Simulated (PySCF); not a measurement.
Input for PySCF: R-B3LYP/LANL2DZ on AsH7OSi (a complex).

```python
from pyscf import gto, scf, dft, mp
from pyscf.data.elements import chemcore

mol = gto.M(
    atom='''
    As   -0.09349047    0.05961392    0.40917591
    H    -0.22659116    0.08116487   -1.11311202
    H    -0.25723942   -1.45187726    0.46913624
    H     1.42486738   -0.04103526    0.33434219
    O     0.81136128   -0.82511602    3.41745920
    Si   -0.19718968    0.16688565    4.27961510
    H     1.75477626   -0.77661988    3.58886263
    H    -0.06098920   -0.07536392    5.73777338
    H    -1.56358698   -0.16711653    3.83713778
    H     0.09052360    1.59791162    4.01990515
    ''',
    basis='lanl2dz',
    ecp={'As': 'lanl2dz', 'Si': 'lanl2dz'},
    charge=0, spin=0, verbose=3, max_memory=1800)
mf = dft.RKS(mol, xc='b3lyp')
mf.conv_tol = 1e-8
mf.max_cycle = 100
mf.kernel()
if not mf.converged:
    mf = mf.newton().run(mf.mo_coeff, mf.mo_occ)
```

The log:

```
converged SCF energy = -89.4093677147854
```

Self-consistency was reached.

Cost: about 3 core-seconds (a rough figure).
